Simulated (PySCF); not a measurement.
Molfile (atoms numbered from 1):
```
C4H12Si
     RDKit          3D

 17 16  0  0  0  0  0  0  0  0999 V2000
    2.8672    0.0604    0.0075 C   0  0  0  0  0  0  0  0  0  0  0  0
    1.5323   -0.6634    0.1565 C   0  0  0  0  0  0  0  0  0  0  0  0
    0.0223    0.4628    0.0325 Si  0  0  0  0  0  4  0  0  0  0  0  0
   -1.5917   -0.4963    0.2271 C   0  0  0  0  0  0  0  0  0  0  0  0
   -2.8479    0.3651    0.1354 C   0  0  0  0  0  0  0  0  0  0  0  0
    2.9979    0.8319    0.7830 H   0  0  0  0  0  0  0  0  0  0  0  0
    2.9466    0.5657   -0.9682 H   0  0  0  0  0  0  0  0  0  0  0  0
    3.7206   -0.6317    0.0876 H   0  0  0  0  0  0  0  0  0  0  0  0
    1.4831   -1.1883    1.1269 H   0  0  0  0  0  0  0  0  0  0  0  0
    1.4307   -1.4488   -0.6133 H   0  0  0  0  0  0  0  0  0  0  0  0
    0.0298    1.1635   -1.2952 H   0  0  0  0  0  0  0  0  0  0  0  0
    0.1027    1.5251    1.0901 H   0  0  0  0  0  0  0  0  0  0  0  0
   -1.6086   -1.2865   -0.5444 H   0  0  0  0  0  0  0  0  0  0  0  0
   -1.5555   -1.0255    1.1957 H   0  0  0  0  0  0  0  0  0  0  0  0
   -2.9143    0.8817   -0.8354 H   0  0  0  0  0  0  0  0  0  0  0  0
   -2.8635    1.1417    0.9167 H   0  0  0  0  0  0  0  0  0  0  0  0
   -3.7655   -0.2333    0.2508 H   0  0  0  0  0  0  0  0  0  0  0  0
  1  2  1  0
  2  3  1  0
  3  4  1  0
  4  5  1  0
  1  6  1  0
  1  7  1  0
  1  8  1  0
  2  9  1  0
  2 10  1  0
  3 11  1  0
  3 12  1  0
  4 13  1  0
  4 14  1  0
  5 15  1  0
  5 16  1  0
  5 17  1  0
M  END
```

Geometry: PBE0-D3(BJ)/def2-SVP; GIAO absolute shieldings from PySCF 2.14, gas phase, non-relativistic, averaged over equivalent atoms.

At PBE0/pcSseg-1 (152 basis functions, 14 s wall time on 1 thread of an Arm Neoverse V1, shared host):
```csv
atoms,σ (ppm)
C1/C5,173.6
C2/C4,178.8
Si3,374.0
H11/H12,27.40
H6/H7/H8/H15/H16/H17,30.20
H9/H10/H13/H14,30.72
```

Problem. What do these become at PBE/pcSseg-2?

Solution. 
| atoms | σ at PBE/pcSseg-2 | change |
| --- | --- | --- |
| C1/C5 | 168.0 | -5.6 |
| C2/C4 | 171.1 | -7.7 |
| Si3 | 346.2 | -27.8 |
| H11/H12 | 27.18 | -0.22 |
| H6/H7/H8/H15/H16/H17 | 30.07 | -0.13 |
| H9/H10/H13/H14 | 30.44 | -0.28 |

The largest change is at Si3 (silicon bonded to 2 C, 2 H). Cost: 355 basis functions, 77 s wall time on 1 thread of an Arm Neoverse V1, shared host.
